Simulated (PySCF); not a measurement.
How methods differ on the excitation energy of Xe⁺

Xe⁺ [Kr] 4d10 5s2 5p5 (2P) → Xe⁺ [Kr] 4d10 5s2 5p4 5d1 (high-spin determinant), as a difference of total energies. Calculation: PySCF 2.14, in aug-cc-pVTZ-DK3 (8s7p5d2f, 68 functions); scalar relativity by spin-free X2C-1e. Correlated levels: valence: [Kr] 4d10 frozen. The calculations carry no spin-orbit coupling.

```json
{"method": "UHF", "excitation energy (cm⁻¹)": "91225"}
{"method": "LDA", "excitation energy (cm⁻¹)": "96446"}
{"method": "PBE", "excitation energy (cm⁻¹)": "93506"}
{"method": "PBE0", "excitation energy (cm⁻¹)": "94382"}
{"method": "r2SCAN", "excitation energy (cm⁻¹)": "94999"}
{"method": "wB97X-V", "excitation energy (cm⁻¹)": "98052"}
{"method": "TPSS", "excitation energy (cm⁻¹)": "94437"}
{"method": "M06-L", "excitation energy (cm⁻¹)": "94085"}
{"method": "M06", "excitation energy (cm⁻¹)": "93985"}
{"method": "MP2 (valence)", "excitation energy (cm⁻¹)": "95396"}
{"method": "SCS-MP2 (valence)", "excitation energy (cm⁻¹)": "96119"}
```

A first-order spin-orbit estimate (lowest level to lowest level, LS coupling) adds 0.030 eV.

The promoted electron is Rydberg-like, and one or two diffuse shells describe it only roughly, which tends to raise the upper state.

The determinant of the upper state mixes LS terms, which raises its energy above the lowest term, most at the Hartree-Fock and MP2 levels.
